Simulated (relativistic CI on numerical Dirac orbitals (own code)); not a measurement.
What each ingredient does to the levels of Au18+

Base calculation: Dirac-Coulomb-Breit CI, KLI orbitals optimised for each configuration, QED by a radiative potential, unscaled Slater integrals.

Configurations in the expansion (outside the closed core [Kr]): 4d10 4f13 5s2, 4d10 4f14 5s, 4d10 4f13 5s 5p, 4d10 4f14 5p, 4d10 4f12 5s2 5p, 4d10 4f13 5s 5d, 4d10 4f12 5s 5p2, 4d10 4f14 5d, 4d10 4f13 5s 5f, 4d10 4f13 5p 5d, 4d9 4f14 5s2, 4d10 4f12 5s2 5d, 4d10 4f14 6s, 4d10 4f11 5s2 5p 5d, 4d10 4f13 5s 5g, 4d10 4f14 5f, 4d10 4f13 5p 6s, 4d10 4f13 5s 6s, 4d10 4f12 5s 5d2, 4d10 4f14 5g, 4d10 4f11 5s2 5p 6s, 4d10 4f12 5s2 6s, 4d10 4f12 5s2 5f, 4d10 4f13 5s 6p, 4d10 4f12 5s2 6p, 4d10 4f13 5p 5g, 4d10 4f13 5p2, 4d10 4f12 5p3, 4d9 4f14 5p2, 4d10 4f13 5d2, 4d10 4f12 5p 5d2, 4d9 4f14 5d2, 4d10 4f13 5p 5f, 4d10 4f12 5p2 5f, 4d9 4f14 5p 5f. Double excitations out of closed p, d and f shells are left out; levels of such configurations are missing from the list, as are those of other unlisted configurations, and high levels can miss mixing partners. Some configurations lack a partner that the ground configuration has and come out too high, among them 4d10 4f12 5s2 5d, 4d10 4f12 5s2 6s, 4d10 4f12 5s2 6p, 4d10 4f12 5s2 5f.

The lowest level and the first level of each name with at least 55 % of one term (blank where a level has no safe partner in the second run):

| Level | Base (cm⁻¹) | Shift (cm⁻¹) |
| --- | --- | --- |
| 4d10 4f14 5s 2S_1/2 | 0 | 0 |
| 4d10 4f13 5s2 2F°_7/2 | 95770 | +3838 |
| 4d10 4f13 5s2 2F°_5/2 | 126208 | +3892 |
| 4d10 4f14 5p 2P°_1/2 | 343510 | -1464 |
| 4d10 4f12 5s2 5p 4G°_11/2 | 531535 | -1110 |
| 4d10 4f14 5p 2P°_3/2 | 535188 | -1056 |
| 4d10 4f13 5s 5p 4G_11/2 | 582719 | -3572 |
| 4d10 4f13 5s 5p 2D_3/2 | 590392 | -2338 |
| 4d10 4f13 5s 5p 4F_9/2 | 599730 | -3148 |
| 4d10 4f13 5s 5p 4D_1/2 | 604262 | -2241 |
| 4d10 4f12 5s2 5p 2K°_13/2 | 615807 | -975 |
| 4d10 4f12 5s2 5p 2H°_11/2 | 619158 | -854 |
| 4d10 4f12 5s2 5p 4P°_1/2 | 620238 | -834 |
| 4d10 4f13 5s 5p 2G_9/2 | 621889 | -3352 |
| 4d10 4f13 5s 5p 2F_5/2 | 702058 |  |
| 4d10 4f12 5s2 5p 2P°_1/2 | 711764 | -1183 |
| 4d10 4f12 5s2 5p 4I°_15/2 | 727767 | +514 |
| 4d10 4f12 5s2 5p 4H°_13/2 | 745260 | +570 |

At this charge transitions that keep the count of f electrons are usually good to a few per cent. Levels that differ in their count of f electrons can be misplaced by several ten thousand cm⁻¹, since the correlation energy of f electrons is missing or only estimated; rates across such gaps can be off by orders of magnitude. The computed lowest level isn't the tabulated ground level, which NIST ASD gives as 4f13 5s2 2F°7/2; for such ions that label comes from theory and may be the wrong one.

**Question.** One thing was changed in a second run, which moved the levels as shown. Which?
A. non-relativistic limit
B. QED terms removed
C. Breit term removed
D. configuration mixing switched off

**Answer.** D. Configuration mixing switched off. Without mixing, levels that were pushed by configurations of the same parity and J return to their single-configuration places.

LS names give the leading component of a level, which can be under half, so a name can repeat, a term be missing and a line seem to break the LS rules.
